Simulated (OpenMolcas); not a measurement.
## What dynamic correlation does to the levels of Ru III

```json
{"Program": "OpenMolcas", "Basis": "ANO-RCC-VDZP [6s5p3d1f]", "Scalar Hamiltonian": "DKH3, point nucleus", "Active space": "6 electrons in 5 orbitals (4d)", "State averaging": "2S+1 = 5 even, 5 roots; 2S+1 = 3 even, 45 roots (35 in the spin-orbit step); 2S+1 = 1 even, 50 roots (22 in the spin-orbit step)", "Spin-orbit coupling": "state interaction with AMFI integrals over the reference wave functions, term energies averaged over their components"}
```

Methods on the same reference wave functions:
A. CASSCF
B. SS-CASPT2, IPEA 0.25 Eh, imaginary shift 0.1 Eh (closed shells correlated: 4s 4p)

Energies in cm-1 above 4d6 5D4, the measured ground level; measured values from Moore, Atomic Energy Levels, vol. III, NSRDS-NBS 35 (1971 reprint of NBS Circular 467, 1958).

| Level | A | B | Measured |
| --- | --- | --- | --- |
| 4d6 5D4 | 0.0 | 0.0 | 0.0 |
| 4d6 5D3 | 1189 | 1201 | 1159 |
| 4d6 5D2 | 1936 | 1922 | 1826 |
| 4d6 5D1 | 2421 | 2400 | 2266 |
| 4d6 5D0 | 2664 | 2640 | 2476 |
| 4d6 3H6 | 17427 | 16560 |  |
| 4d6 3H5 | 17836 | 16860 |  |
| 4d6 3P2 | 18634 | 15440 |  |
| 4d6 3F3 | 20311 | 18060 |  |
| 4d6 3F2 | 21118 | 18790 |  |
| 4d6 3P1 | 21977 | 18800 |  |
| 4d6 3G5 | 22170 | 20490 |  |
| 4d6 3G4 | 23416 | 21590 |  |
| 4d6 3G3 | 23725 | 21860 |  |
| 4d6 3P0 | 23755 | 20580 |  |

Deviations, from unrounded energies. A percentage is the sum of absolute deviations over the sum of measured energies, with the sign that they share, or ± where signs differ.

```
                  Against measurement  Levels     A     B
       mean absolute deviation (cm-1)       4   120   110
fine structure of the ground term (%)       4  +6.2  +5.6
```

B lies closest to measurement on these levels. The largest miss of B in the table is 4d6 5D0, by +160 cm-1. The ranking rests on the paired levels alone, and a cruder setting can come out closer through cancelling errors.

From A to B the spin-free energies of the other terms of 4d6 shown, above 5D, scale by factors of 0.83 to 0.95, as is usual when dynamic correlation screens the repulsion within a d or f shell.

The lowest spin-free term lies below A's lowest term by 0.291 hartree in B.

CASPT2 breaks the degeneracy within a term, and the mean is taken; among the terms shown or strongly mixed into the levels shown the widest spread is 92 cm-1 (4d6 3F, B). Some high roots are left out of the spin-orbit mixing, which shifts the levels that they would mix with. Levels of configurations with an s electron are missing; early in the row they begin among the upper levels of the d shell and mix with terms of their name. Without dynamic correlation excited terms often stand tens of per cent too high (terms of higher spin than the ground term too low), and those without a measured partner can miss by more than the paired ones (holds for A). Measured partners are found by configuration, term and J. A level has none where our copy of the source lacks it or the pairing is in doubt (some pairs that miss far off the trend of their configuration count as doubtful), and it then counts in no deviation. Only configurations of the active space appear. Levels that lie high or do not pair safely by name in every column are left out.
